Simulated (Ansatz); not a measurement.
Basis-set series for B$_{2}$H$_{4}$O$_{2}$S, SMILES `OB(O)BS`. The species carries charge 0 and has multiplicity 1. The structure was optimised at the PBE0-D4/def2-TZVP level. It is one conformer, not always the lowest.

```csv
atom,x (Å),y (Å),z (Å)
O1,0.371,1.680,-0.814
B2,0.080,0.393,-0.453
O3,-0.160,-0.495,-1.460
B4,0.001,-0.155,1.165
S5,-0.387,-1.832,1.542
H6,0.528,2.252,-0.060
H7,-0.092,-0.090,-2.331
H8,0.194,0.528,2.130
H9,-0.534,-2.282,0.281
```

```json
{"functional": "PBE0-D4", "basis": "def2-SVP", "functions": "94", "energy (Eh)": "-600.22824", "HOMO (eV)": "-8.02", "LUMO (eV)": "-1.63"}
{"functional": "PBE0-D4", "basis": "def2-QZVPP", "functions": "418", "energy (Eh)": "-600.62593", "HOMO (eV)": "-8.20", "LUMO (eV)": "-1.89"}
{"functional": "ωB97M-V", "basis": "def2-SVP", "functions": "94", "energy (Eh)": "-600.49782", "HOMO (eV)": "-10.20", "LUMO (eV)": "0.47"}
{"functional": "ωB97M-V", "basis": "def2-QZVPP", "functions": "418", "energy (Eh)": "-600.89996", "HOMO (eV)": "-10.42", "LUMO (eV)": "0.10"}
```

Question: Give the rows for def2-TZVPP. (Best estimate.)

Answer: Computed: 
| functional | basis | functions | energy (Eh) | HOMO (eV) | LUMO (eV) |
| --- | --- | --- | --- | --- | --- |
| PBE0-D4 | def2-TZVPP | 222 | -600.60228 | -8.17 | -1.84 |
| ωB97M-V | def2-TZVPP | 222 | -600.87752 | -10.39 | 0.17 |

Positive LUMOs are unbound and depend on the basis.
